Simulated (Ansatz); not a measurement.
Reactions of H7NSSi2 (`N[SiH2]S[SiH3]`).

Computed with Ansatz on PBE0-D4/def2-TZVP structures; ΔE is electronic, products minus reactants. CCSD(T)/CBS is the MP2 limit (def2-TZVPP, def2-QZVPP) plus CCSD(T) − MP2 in def2-TZVPP, frozen cores. This one scheme is used for every species, atoms too. Functionals use def2-TZVPP. Open shells (•) are unrestricted, without spin–orbit coupling. Spin–orbit coupling would lower the free atoms: a little for S, Si. For Ge outer-core shells are correlated without core-valence functions, so the limit isn't a true one: a few kJ/mol of doubt a bond, and 10 to 20 or more in all where bonds break to atoms. Scalar relativity is left out up to krypton. Each species was taken in one conformer, which may not be the lowest.

```json
{"reaction": "`N[SiH2]S[SiH3]` + HCl → `[SiH3]S[SiH2]Cl` + NH₃", "PBE-D4 (eV)": "-0.50", "PBE0-D4 (eV)": "-0.49", "CCSD(T)/CBS(def2) (eV)": "-0.47"}
{"reaction": "`N[SiH2]S[SiH3]` → `N[SiH2][S]`• + `[SiH3]`•", "PBE-D4 (eV)": "3.79", "PBE0-D4 (eV)": "3.88", "CCSD(T)/CBS(def2) (eV)": "4.03"}
{"reaction": "`N[SiH2]S[SiH3]` → `[SiH3]S` + `N[SiH]`", "PBE-D4 (eV)": "2.32", "PBE0-D4 (eV)": "2.47", "CCSD(T)/CBS(def2) (eV)": "2.38"}
{"reaction": "`N[SiH2]S[SiH3]` + NH₃ → `N[SiH3]` + `N[SiH2]S`", "PBE-D4 (eV)": "0.32", "PBE0-D4 (eV)": "0.30", "CCSD(T)/CBS(def2) (eV)": "0.25"}
{"reaction": "`N[SiH2]S[SiH3]` → 7 H• + N• + S• + 2 Si•", "PBE-D4 (eV)": "35.86", "PBE0-D4 (eV)": "35.58", "CCSD(T)/CBS(def2) (eV)": "36.03"}
{"reaction": "`N[SiH2]S[SiH3]` + `[NH2][GeH2][NH2]` → `N[SiH2][NH][GeH2][NH2]` + `[SiH3]S`", "PBE-D4 (eV)": "0.07", "PBE0-D4 (eV)": "0.05", "CCSD(T)/CBS(def2) (eV)": "-0.03"}
{"reaction": "`N[SiH2]S[SiH3]` + PH₃ → `N[SiH2]P` + `[SiH3]S`", "PBE-D4 (eV)": "0.54", "PBE0-D4 (eV)": "0.56", "CCSD(T)/CBS(def2) (eV)": "0.60"}
{"reaction": "`N[SiH2]S[SiH3]` → `[SiH3][S]`• + `N[SiH2]`•", "PBE-D4 (eV)": "3.90", "PBE0-D4 (eV)": "3.96", "CCSD(T)/CBS(def2) (eV)": "4.12"}
{"reaction": "`N[SiH2]S[SiH3]` + `BO` → `BO[SiH2]N` + `[SiH3]S`", "PBE-D4 (eV)": "-0.17", "PBE0-D4 (eV)": "-0.20", "CCSD(T)/CBS(def2) (eV)": "-0.32"}
{"reaction": "`N[SiH2]S[SiH3]` + `BO` → `BO[SiH2]S[SiH3]` + NH₃", "PBE-D4 (eV)": "-0.31", "PBE0-D4 (eV)": "-0.33", "CCSD(T)/CBS(def2) (eV)": "-0.39"}
```

Largest T1 diagnostic: 0.017, for `N[SiH2][S]`•.
